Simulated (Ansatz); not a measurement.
`C[Si](F)(F)I` + `N=C=O` → `C[Si](F)(F)N=C=O` + HI  (ligand exchange at the Si–I bond)

Program: Ansatz. Geometries: PBE0-D4/def2-TZVP. ΔE: electronic, gas phase. CCSD(T)/CBS adds triple-zeta CCSD(T) − MP2 to the extrapolated MP2 energy (def2 sets, frozen cores). This one scheme is used for every species. Elements past krypton have def2 core potentials. For I outer-core shells are correlated without core-valence functions, which leaves a few kJ/mol of doubt a bond. One conformer a species, not always the lowest.

`C[Si](F)(F)I`:

Cartesian coordinates in Å:
```
C -0.854 0.171 -0.565
Si 0.573 -0.217 0.524
F 0.275 0.236 2.012
F 0.823 -1.781 0.575
I 2.626 0.846 -0.186
H -1.748 -0.338 -0.196
H -1.040 1.246 -0.579
H -0.655 -0.162 -1.585
```

`N=C=O`:

```xyz
4

N    -0.469    0.497    0.345
C     0.195   -0.158   -0.423
O     0.779   -0.707   -1.262
H    -0.504    0.368    1.340
```

`C[Si](F)(F)N=C=O`:

```xyz
10

C    -0.172   -1.594   -0.284
Si   -0.286    0.004    0.599
F    -1.792    0.362    0.930
F     0.475   -0.060    1.986
N     0.369    1.275   -0.303
C     0.739    2.374   -0.596
O     1.111    3.423   -0.923
H    -0.711   -1.545   -1.233
H    -0.603   -2.397    0.317
H     0.871   -1.841   -0.493
```

HI:

Z-matrix (Å, degrees):
```
I
H 1 1.610
```

| species | HF/def2-SVP energy (Eh) |
| --- | --- |
| `C[Si](F)(F)I` | -823.97793 |
| `N=C=O` | -167.63243 |
| `C[Si](F)(F)N=C=O` | -694.39959 |
| HI | -297.23153 |

(1) Work out ΔE.

Largest T1 diagnostic among the species: 0.018.

Answers

(1) ΔE = (-694.39959) + (-297.23153) − (-823.97793) − (-167.63243) = -0.02076 Eh = -0.56 eV. CCSD(T)/CBS gives -0.24 eV.

At CCSD(T), def2-SVP lies −0.17 eV from the extrapolated value and def2-TZVPP −0.09 eV. From PBE to PBE0 (25 % exact exchange), in def2-TZVPP and without D4, ΔE moves by −0.07 eV.
